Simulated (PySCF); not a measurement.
An unknown is described by computed data only.

Formula: C5H4BrN.

| Property | Result |
| --- | --- |
| Rotational structure | rotational constants A, B, C: 5.904, 1.026, 0.874 GHz [PBE0-D3(BJ)/def2-SVP] |
| Couplings | largest of the computed one-bond spin–spin couplings (means over like bonds): 13C–1H +190.4, 13C–1H +179.7, 13C–1H +172.7, 13C–1H +170.2, 13C–13C +69.6, 13C–13C +60.3, 13C–13C +59.9, 13C–13C +59.7 Hz [B3LYP/pcJ-1 (pcSseg-1 on Br), spin–dipole term left out] |
| UV, strongest line | among the 10 lowest singlet transitions: S4 at 5.60 eV (222 nm, f = 0.150) [TDDFT B3LYP/def2-SVPD] |
| 13C NMR | chemical shifts (computed TMS as zero) by class: 162.6 (1 C), 148.7 (1 C), 134.8 (1 C), 129.0 (1 C), 120.2 (1 C) ppm [GIAO KT2/pcSseg-2] |
| UV, first state | lowest singlet excitation: 4.95 eV (251 nm, f = 0.003) [TDDFT B3LYP/def2-SVPD] |
| NMR, other nuclei | isotropic shieldings of nuclei other than C and H, by class: -77 (1 N), 1837 (1 Br) ppm [GIAO KT2/pcSseg-2] |
| Valence photoelectron | vertical ionisation energy: 9.28 eV [ΔSCF B3LYP/def2-SVPD] |
| Polarisability | 86.6 au [B3LYP/def2-SVPD] |
| 1H NMR | chemical shifts (computed TMS as zero) by class: 8.28 (1 H), 7.31 (1 H), 7.29 (1 H), 6.86 (1 H) ppm [GIAO KT2/pcSseg-2] |

Electronic properties: PySCF, gas phase, density fitting. Levels stand in brackets. Geometry: PBE0-D3(BJ)/def2-SVP; no solvent, vibrations or thermal averaging. Relativistic effects, spin–orbit coupling among them, are left out although an element past zinc is present. NMR classes are plain means over equivalent atoms (diastereotopic ones count apart unless rotation or inversion swaps them), as if these changed places fast.

**Question.** Give a SMILES that accounts for the data.

**Answer.** Numbering: `[Br:1][c:2]1[cH:3][cH:4][cH:5][cH:6][n:7]1`. Its formula, C5H4BrN, gives 4 degrees of unsaturation: 1 ring and 3 π bonds in the structure found (Kekulé form). 5 carbons fall into 5 classes; from least to most shielded: aromatic C–Br carbon [C2] (162.6 ppm), aromatic CH next to a ring nitrogen [C6] (148.7 ppm), aromatic CH carbon [C4] (134.8 ppm), aromatic CH carbon [C3] (129.0 ppm), aromatic CH carbon [C5] (120.2 ppm). Hydrogen classes from least to most shielded: 1 H on an aromatic CH next to a ring nitrogen, C6 (8.28 ppm), 1 H on an aromatic CH carbon, C3 (7.31 ppm), 1 H on an aromatic CH carbon, C4 (7.29 ppm), 1 H on an aromatic CH carbon, C5 (6.86 ppm). The other shieldings belong to: -77 ppm, pyridine-type nitrogen [N7]; 1837 ppm, aryl bromine [Br1]. The couplings run between: +190.4 Hz, aromatic CH next to a ring nitrogen [C6] and its hydrogen; +179.7 Hz, aromatic CH carbon [C3] and its hydrogen; +172.7 Hz, aromatic CH carbon [C5] and its hydrogen; +170.2 Hz, aromatic CH carbon [C4] and its hydrogen; +69.6 Hz, aromatic C–Br carbon [C2] and aromatic CH carbon [C3]; +60.3 Hz, aromatic CH carbon [C4] and aromatic CH carbon [C5]; +59.9 Hz, aromatic CH carbon [C5] and aromatic CH next to a ring nitrogen [C6]; +59.7 Hz, aromatic CH carbon [C3] and aromatic CH carbon [C4]. S1 is mainly HOMO−1→LUMO (weight 0.96); the largest Löwdin shares of the orbital it empties are 0.54 on the pyridine-type nitrogen, 0.16 on the aryl bromine, 0.10 on the aromatic CH next to a ring nitrogen and 0.08 on the aromatic C–Br carbon, of the orbital it fills 0.25 on an aromatic CH carbon, 0.22 on the pyridine-type nitrogen, 0.14 on the aromatic CH next to a ring nitrogen and 0.13 on an aromatic CH carbon. The first electron is taken from the HOMO, whose largest Löwdin shares are 0.41 on the aryl bromine, 0.14 on an aromatic CH carbon, 0.13 on the aromatic C–Br carbon and 0.11 on an aromatic CH carbon. The optimised geometry has point group Cs and is an asymmetric top. Structure: `BrC1=CC=CC=N1` (2-bromopyridine). The assignments are read from this structure; whether some other isomer fits the data as well wasn't checked. NMR values of atoms bound to Br lack the spin–orbit term that these neighbours bring.
